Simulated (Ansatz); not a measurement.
Two structures, one formula

The two ends of one reaction step of AlH₅O₃, singlet (PBE0-D4/def2-TZVP).

A:

Al1  (-0.975, -0.384, 0.083)
O2  (0.791, -0.725, 0.881)
H3  (-1.563, -1.820, -0.249)
H4  (-1.610, 0.630, 1.128)
H5  (1.243, 0.053, 0.476)
O6  (-0.263, 0.418, -1.353)
O7  (0.785, 1.241, -0.788)
H8  (1.225, -1.520, 0.554)
H9  (0.367, 2.108, -0.733)
(Å)

B:

```
9
angstrom
Al -0.7857 -0.6232 0.4706
O 0.7408 -1.1975 1.0810
H -1.5426 -1.5557 -0.5736
H -1.5518 0.4336 1.3681
H 1.2304 0.4393 -0.1629
O 0.4154 0.5560 -0.6885
O 0.2058 1.9586 -0.7662
H 1.0156 -2.1077 0.9927
H 0.2720 2.0965 -1.7212
```

Program: Ansatz 0.2.0. Basis: def2-TZVPP. Cores are frozen in the correlated methods. B3LYP uses VWN-RPA correlation.

**Question.** Which structure is lower at CCSD(T), and by how much? (An estimate is asked for; the value comes from the calculation.)

**Answer.** The calculation gives: A, by 24.4 kJ/mol (electronic energy, against the other). By their contacts, A is AlH₅O₃ ([OH][O][AlH2][OH2]) and B is AlH₅O₃ ([OH][OH][AlH2][OH]).

All methods give the same order:

| method | E(B) − E(A) (kJ/mol) |
| --- | --- |
| SPW92 | 29.8 |
| PBE-D4 | 22.4 |
| BLYP-D4 | 21.2 |
| r2SCAN-D4 | 24.0 |
| B97M-V | 23.3 |
| PBE0-D4 | 23.0 |
| B3LYP-D4 | 22.1 |
| r2SCAN0-D4 | 24.2 |
| BHLYP-D4 | 22.6 |
| CAM-B3LYP-D4 | 23.3 |
| wB97X-V | 23.1 |
| wB97M-V | 23.7 |
| B2PLYP | 22.7 |
| PBE-QIDH | 24.2 |
| RPA on PBE | 25.3 |
| HF | 16.7 |
| MP2 | 24.1 |
| CCSD | 22.4 |
| CCSD(T) | 24.4 |

T1 diagnostic: at most 0.012.

Labels in which every atom is bracketed show which atoms are joined, not bond orders.

For scale, one of the runs: CCSD(T)/def2-TZVPP, 205 basis functions, launched by `ansatz run in.yaml --threads 4 --pin off --events-out ev --progress --plain --max-ram 9574MiB`. Time: 67 s of wall clock on 4 CPU threads of an Intel Xeon; the host was shared. Peak host memory: 2.8 GiB.
